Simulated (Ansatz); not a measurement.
One geometry of C2H6FNSn (`C[N](C)[Sn][F]`), several functionals.

```yaml
crystal:
  periodic: [false, false, false]
  atoms:
    - {symbol: C, position_ang: [-0.965579, -0.045803, 0.614336]}
    - {symbol: N, position_ang: [0.177903, 0.190825, -0.229517]}
    - {symbol: C, position_ang: [1.171873, -0.847212, -0.153274]}
    - {symbol: Sn, position_ang: [0.432137, 1.794942, -1.427205]}
    - {symbol: F, position_ang: [-1.277803, 2.599710, -0.919463]}
    - {symbol: H, position_ang: [-1.682138, 0.770088, 0.515535]}
    - {symbol: H, position_ang: [-0.669948, -0.124670, 1.670243]}
    - {symbol: H, position_ang: [-1.468344, -0.986129, 0.346806]}
    - {symbol: H, position_ang: [1.562568, -0.960853, 0.867942]}
    - {symbol: H, position_ang: [2.020361, -0.625576, -0.809451]}
    - {symbol: H, position_ang: [0.764269, -1.822424, -0.455351]}
basis:
  gaussian: {orbitals: def2-TZVPP}
hamiltonian: {xc: pbe, dispersion: d4}
output: {forces: true, orbitals: {seedname: orbitals}}
```

```sh
$ ansatz run in.yaml --threads 4 --pin off --events-out ev --progress --plain --max-ram 10444MiB
```

It prints (some lines left out):

```
Functional definition: PBE
1413 factors; their error is unknown
mean field evaluation 1: about -12187.8408 eV, gradient 9.3e1 eV
mean field evaluation 2: about -12054.7003 eV, gradient 2.4e2 eV
mean field evaluation 4: about -12203.5950 eV, gradient 4.1e1 eV
mean field evaluation 8: about -12207.0388 eV, gradient 2.0e-1 eV
mean field evaluation 16: about -12207.0179 eV, gradient 3.2e-3 eV
mean field -12207.01788909 eV, -448.5996332102 hartree, gradient 4.3e-5 eV, S^2 0.000000; 0 other end points of the search recorded, 0 dependent functions left out
reference -12207.01793912 eV, -448.5996350486 hartree; 28, 28 occupied and 230, 230 virtual orbitals, 1413 factors
Total energy: -12207.27278539 eV, -448.6090004764 hartree
Atom 0 at    -0.965579    -0.045803     0.614336 Å, force    -0.081547     0.007278     0.044502 eV/Å
Atom 1 at     0.177903     0.190825    -0.229517 Å, force    -0.038831    -0.173786     0.136732 eV/Å
Atom 2 at     1.171873    -0.847212    -0.153274 Å, force     0.093917    -0.060700    -0.017275 eV/Å
Atom 3 at     0.432137     1.794942    -1.427205 Å, force     0.557646     0.234406    -0.488998 eV/Å
Atom 4 at    -1.277803     2.599710    -0.919463 Å, force    -0.495953     0.243131     0.140891 eV/Å
Atom 5 at    -1.682138     0.770088     0.515535 Å, force    -0.155079     0.172865    -0.019003 eV/Å
Atom 6 at    -0.669948    -0.124670     1.670243 Å, force     0.053292    -0.024592     0.219154 eV/Å
Atom 7 at    -1.468344    -0.986129     0.346806 Å, force    -0.105492    -0.195965    -0.044082 eV/Å
Atom 8 at     1.562568    -0.960853     0.867942 Å, force     0.081530    -0.036413     0.212838 eV/Å
Atom 9 at     2.020361    -0.625576    -0.809451 Å, force     0.169793     0.043943    -0.131001 eV/Å
Atom 10 at     0.764269    -1.822424    -0.455351 Å, force    -0.079275    -0.210166    -0.053759 eV/Å
Dipole moment:     0.427587    -0.381199    -0.009804 e Å
```

Hardware: 4 threads of an Arm Neoverse V1 on a shared host. Wall time 3.1 s, peak host memory 0.34 GiB.

Changing it to `hamiltonian: {xc: {name: CAM-B3LYP}, dispersion: d4}` and no forces (abridged; 4.2 s):

```
Functional definition: CAM-B3LYP
mean field evaluation 16: about -12211.4543 eV, gradient 5.2e-4 eV
mean field -12211.45434461 eV, -448.7626699432 hartree, gradient 4.5e-5 eV, S^2 0.000000
Total energy: -12211.67366698 eV, -448.7707298919 hartree
```

The same input with `hamiltonian: {xc: {name: wB97M-V}}` (abridged; 14 s):

```
Functional definition: wB97M-V
mean field evaluation 16: about -12210.5691 eV, gradient 5.3e-4 eV
mean field -12210.56908940 eV, -448.7301374145 hartree, gradient 4.1e-5 eV, S^2 0.000000
Total energy: -12210.56914535 eV, -448.7301394705 hartree
Atom 0 force    -0.261028    -0.067642     0.201535 eV/Å
Atom 1 force     0.041327     0.366543    -0.263385 eV/Å
Atom 2 force     0.208426    -0.250563     0.037257 eV/Å
Atom 3 force    -0.015589    -0.106788     0.078974 eV/Å
Atom 4 force     0.012810    -0.017492     0.003609 eV/Å
Atom 5 force     0.049038    -0.074424     0.018830 eV/Å
Atom 6 force    -0.023198     0.009117    -0.082290 eV/Å
Atom 7 force     0.037810     0.074898     0.018810 eV/Å
Atom 8 force    -0.029350     0.010752    -0.083914 eV/Å
Atom 9 force    -0.054775    -0.023890     0.048640 eV/Å
Atom 10 force     0.034529     0.079489     0.021933 eV/Å
Dipole moment:     0.467486    -0.329898    -0.067274 e Å
```

The same input with `hamiltonian: {xc: {name: BLYP}, dispersion: d4}` and no forces (abridged; 2.5 s):

```
Functional definition: BLYP
mean field evaluation 16: about -12211.2943 eV, gradient 2.6e-3 eV
mean field -12211.29430436 eV, -448.7567885728 hartree, gradient 6.9e-5 eV, S^2 0.000000
Total energy: -12211.85654619 eV, -448.7774505790 hartree
```

Changing it to `hamiltonian: {xc: {name: r2SCANh}, dispersion: d4}` and no forces (abridged; 6 s):

```
Functional definition: r2SCANh
mean field evaluation 16: about -12212.6010 eV, gradient 1.5e-4 eV
mean field -12212.60104095 eV, -448.8048102567 hartree, gradient 2.4e-5 eV, S^2 0.000000
Total energy: -12212.66631500 eV, -448.8072090336 hartree
```

Changing it to `hamiltonian: {xc: {name: B97M-V}}` and no forces (abridged; 11 s):

```
Functional definition: B97M-V
mean field evaluation 16: about -12213.1622 eV, gradient 3.3e-4 eV
mean field -12213.16219185 eV, -448.8254321717 hartree, gradient 2.8e-5 eV, S^2 0.000000
Total energy: -12213.16226112 eV, -448.8254347174 hartree
```
